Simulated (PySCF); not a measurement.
**Ionisation energy of Tb⁵⁹⁺ by level of theory**

Tb⁵⁹⁺ [He] 2s2 2p2 [2p1/2^2, M_J = 0] → Tb⁶⁰⁺ [He] 2s2 2p1 [2p1/2^1, M_J = 1/2], as a difference of total energies. Computed with PySCF 2.14 in an uncontracted even-tempered set (17 s from 41 bohr⁻², ratio 2.4; 13 p from 53 bohr⁻², ratio 2.4; 5 d from 170 bohr⁻², ratio 2.6; 4 f from 260 bohr⁻², ratio 2.6), with the two-component X2C-1e Hamiltonian. Correlated levels: nothing frozen; the 30 highest virtual spinors dropped. "Screened" scales the spin-orbit matrix elements by Boettger's factors to mimic the two-electron term; Breit and QED terms are absent.

```csv
method,ionisation energy (eV),difference from reference (eV)
GHF (spin-free),13144.6,-513.4
GMP2 (spin-free),13144.5,-513.5
GHF (screened spin-orbit),13677.1,+19.1
GMP2 (screened spin-orbit),13679.3,+21.3
```

Reference: 13658 ± 7 eV (theoretical estimate listed by NIST; NIST Atomic Spectra Database, ionization energies).

For this ion Breit and QED terms and the two-electron picture change, all absent here, outweigh the correlation shift from GHF to GMP2.

The spin-free rows relax to the high-spin LS determinant and lack the spin-orbit shift.

The labels give the starting determinants; with spin-orbit coupling the two ends relaxed to ⟨J²⟩ = 0.00, ⟨L²⟩ = 1.33, ⟨S²⟩ = 1.33 and ⟨J²⟩ = 0.75, ⟨L²⟩ = 2.00, ⟨S²⟩ = 0.75.
